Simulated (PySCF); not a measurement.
A structure optimised at PBE-D3(BJ)/def2-TZVPD, used in a PySCF frequency run:

```
Cl
Be 1 1.7317
```
Charge +1, spin multiplicity 1.

Question: Write its SMILES, formula and point group.

Answer: [Be+][Cl], BeCl, C∞v

Question: What are its rotational constants (standard atomic weights)?

Answer: 23.453 GHz (linear rotor, B only)
